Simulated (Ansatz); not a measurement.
Reactions of ClH₅O₄Si₂ (`O[SiH](Cl)[Si](O)(O)O`).

Computed with Ansatz on PBE0-D4/def2-TZVP structures; ΔE is electronic, products minus reactants. CCSD(T)/CBS is the MP2 limit (def2-TZVPP, def2-QZVPP) plus CCSD(T) − MP2 in def2-TZVPP, frozen cores. This one scheme is used for every species, atoms too. DFT in def2-TZVPP. No spin–orbit coupling; open shells (•) take unrestricted orbitals. Spin–orbit coupling would lower the free atoms: a little for Cl, O, Si. For Ge outer-core shells are correlated without core-valence functions, so the limit isn't a true one: a few kJ/mol of doubt a bond, and 10 to 20 or more in all where bonds break to atoms. Scalar relativity is left out up to krypton. One conformer a species, not always the lowest.

| reaction | B2PLYP (kJ/mol) | PBE-D4 (kJ/mol) | CCSD(T)/CBS(def2) (kJ/mol) |
| --- | --- | --- | --- |
| `O[SiH](Cl)[Si](O)(O)O` → `O[SiH](O)O[SiH](O)Cl` | -154 | -123 | -153 |
| `O[SiH](Cl)[Si](O)(O)O` → `O[SiH](O)O` + `O[Si]Cl` | 104 | 123 | 119 |
| `O[SiH](Cl)[Si](O)(O)O` → Cl• + 5 H• + 4 O• + 2 Si• | 4599 | 4726 | 4704 |
| `O[SiH](Cl)[Si](O)(O)O` + `N[SiH](O)O` → `O[SiH](O)N[SiH](O)Cl` + `O[SiH](O)O` | -103 | -80 | -104 |
| `O[SiH](Cl)[Si](O)(O)O` + `O[SiH2][O][GeH3]` → `O[SiH2]O[Si](O)(O)O` + `O[SiH](Cl)[GeH3]` | -127 | -119 | -132 |

Largest T1 diagnostic: 0.014, for `O[Si]Cl`.
